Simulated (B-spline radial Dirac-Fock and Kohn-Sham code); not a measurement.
Model: ΔSCF Dirac-Fock with Breit, self-energy and vacuum polarisation, finite nucleus, configuration average. Program: a radial B-spline solver. Free neutral atoms.

Question: Order these X-ray lines by photon energy, lowest first.
A. Cu Kα2
B. Re Lβ2
C. Au Lγ1
D. Yb Lβ7
E. Os Lγ4
F. Bi Lβ6

Answer: A (8027.1 eV), D (8879.7 eV), B (10272.5 eV), F (12472.6 eV), E (12930.2 eV), C (13377.9 eV).

Values without a named source are computed, but for edge energies of neutral atoms, which are taken from tables.
